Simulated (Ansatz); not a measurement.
C$_{2}$H$_{8}$Si$_{2}$, SMILES `[SiH3]/C=C\[SiH3]`. The species carries charge 0 and has multiplicity 1. All single points use the PBE0-D4/def2-TZVP geometry.

```xyz
12

Si   -0.172   -0.824    1.649
C    -1.198   -0.093    0.268
C    -0.746    0.481   -0.852
Si    1.036    0.652   -1.389
H     1.161   -0.173    1.729
H    -0.891   -0.611    2.933
H     0.015   -2.289    1.460
H    -2.279   -0.129    0.416
H    -1.487    0.881   -1.548
H     1.871   -0.443   -0.832
H     1.603    1.959   -0.960
H     1.087    0.589   -2.874
```

(1) What is the dipole moment at B3LYP/def2-TZVPP? (Best estimate.)

(2) And with PBE, r2SCAN, ωB97M-V? (Best estimate.)

(3) Give the Mulliken charges with B3LYP, r2SCAN, PBE in def2-TZVPP. (Best estimate.)

Answers

(1) Computed: 0.81 D, with components (-0.76, 0.15, -0.23) D in this frame, pointing from negative to positive charge.

(2) The calculation gave: PBE 0.83 D, r2SCAN 0.84 D, ωB97M-V 0.82 D.

(3) The calculation gave: 
| atom | B3LYP | r2SCAN | PBE |
| --- | --- | --- | --- |
| Si1 | 0.28 | 0.31 | 0.21 |
| C2 | -0.19 | -0.18 | -0.15 |
| C3 | -0.19 | -0.18 | -0.15 |
| Si4 | 0.28 | 0.31 | 0.21 |
| H5 | -0.06 | -0.06 | -0.04 |
| H6 | -0.07 | -0.07 | -0.05 |
| H7 | -0.06 | -0.07 | -0.05 |
| H8 | 0.10 | 0.08 | 0.09 |
| H9 | 0.10 | 0.08 | 0.09 |
| H10 | -0.06 | -0.06 | -0.04 |
| H11 | -0.06 | -0.07 | -0.05 |
| H12 | -0.07 | -0.07 | -0.05 |

B3LYP here is the variant with VWN-RPA as its local correlation; programs differ in this.
